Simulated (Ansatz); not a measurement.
A nudged elastic band was laid between two geometries of ClHOZn + H2 (6 atoms, charge 0, multiplicity 1).

All numbers below come from RKS PBE-D4/def2-SVP in Ansatz 0.2.0.

```json
{"movable images": "5", "climbing image": "yes", "spring": "5.0 eV/Å²", "optimiser": "quadratic models (default)", "start path": "through a guess of the saddle point", "force threshold": "0.05 eV/Å", "iteration limit": "60", "end points": "relaxed"}
```

First end point:

```xyz
6
Properties=species:S:1:pos:R:3
Zn 0.285 -0.142 0.328
Cl 0.959 0.176 2.304
O -0.340 -0.408 -1.324
H 0.365 -0.486 -1.993
H -2.153 -0.384 0.375
H -2.093 -0.259 1.135
```

Last end point:

```xyz
6
Properties=species:S:1:pos:R:3
Zn -1.137 -0.392 -0.466
Cl 0.391 0.089 2.080
O 0.041 -0.462 -1.803
H 0.952 -0.334 -1.481
H -2.315 -0.368 0.524
H -0.909 -0.036 1.972
```

**Question.** Which bonds break or form, and what moves?

**Answer.** Bonds broken: Zn1–Cl2, H5–H6. Bonds formed: Zn1–H5, Cl2–H6. ClHOZn + H2 becomes ClH + H2OZn.

**Question.** Give the energies along the band, and the barrier.

**Answer.** The forces met the threshold. The highest image is number 4 of 0 to 6, 1.17 eV above the first end and 0.27 eV above the last; the last end lies 0.90 eV above the first. A vibrational analysis at the climbing image gives one clearly imaginary mode, 631i cm⁻¹: a first-order saddle point. The orbitals stay closed-shell, which can raise the energy where a bond breaks towards radicals; this wasn't checked here.

| image | path coordinate (Å) | energy (eV) | Zn1–Cl2 (Å) | H5–H6 (Å) | Zn1–H5 (Å) |
| --- | --- | --- | --- | --- | --- |
| 0 | 0.00 | 0.00 | 2.11 | 0.77 | 2.45 |
| 1 | 0.57 | 0.01 | 2.12 | 0.77 | 2.61 |
| 2 | 1.14 | 0.13 | 2.13 | 0.78 | 2.42 |
| 3 | 1.71 | 0.58 | 2.23 | 0.82 | 2.00 |
| 4 | 2.27 | 1.17 | 2.48 | 1.11 | 1.67 |
| 5 | 2.75 | 0.95 | 2.84 | 1.57 | 1.56 |
| 6 | 3.22 | 0.90 | 3.01 | 2.05 | 1.54 |

**Question.** What is the geometry of the highest image?

**Answer.** 
```xyz
6
Properties=species:S:1:pos:R:3:forces:R:3
Zn -0.776 -0.263 -0.165 -0.01 0.00 0.00
Cl 0.296 -0.120 2.070 0.01 0.00 0.01
O -0.104 -0.417 -1.817 0.01 0.00 0.00
H 0.870 -0.449 -1.763 0.00 0.00 -0.01
H -2.059 -0.142 0.900 0.00 0.00 -0.01
H -1.204 -0.113 1.602 0.00 0.00 0.00
```

**Question.** What are the harmonic wavenumbers there?

**Answer.** 631i, 121, 198, 290, 404, 658, 817, 928, 964, 1356, 1636, 3708 cm⁻¹.

The band took 11 iterations and of the order of 100 core-seconds.

Run time: 52 s on 2 threads of Intel(R) Xeon(R) CPU @ 2.60GHz (Ice Lake) (shared host), peak memory 0.17 GiB.
